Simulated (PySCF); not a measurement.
Cl3HSeSi, SMILES Cl[Si](Cl)(Cl)[SeH]. Atoms are numbered in the order given.

```xyz
6

Cl    -0.9006    -1.2346    -1.6471
Si     0.0093    -0.4257     0.0000
Cl    -0.9006    -1.2346     1.6471
Cl     1.9889    -0.9368     0.0000
Se    -0.0528     1.8245     0.0000
H     -1.5257     1.8303     0.0000
```

Geometry: PBE0-D3(BJ)/def2-SVP. The structure was generated by enumeration, and PubChem lists no compound with its InChIKey, so it may never have been made. Other conformers were not sampled.

All values below come from PBE0-D3(BJ)/def2-SVP (PySCF).

Frequencies are harmonic and unscaled.

Computed normal modes with their intensities:
```csv
mode,ν (cm⁻¹),IR (km/mol),moving atoms (share of kinetic energy)
1,100,1.9,"Cl 68 %, H 20 %, Se 11 %"
2,117,0.4,"Cl 75 %, Se 19 %"
3,179,7.1,"Cl 56 %, Se 40 %"
4,179,12.1,"H 66 %, Cl 18 %, Se 11 %"
5,190,5.0,"Cl 81 %, Si 16 %"
6,195,0.5,"Cl 73 %, Si 14 %, H 12 %"
7,353,4.5,"Cl 68 %, Se 17 %, Si 14 %"
8,559,160.5,"Si 69 %, Cl 26 %"
9,602,124.2,"Si 44 %, Cl 31 %, H 24 %"
10,614,161.3,"Si 66 %, Cl 34 %"
11,699,36.7,"H 71 %, Si 23 %"
12,2449,2.8,H 99 %
```
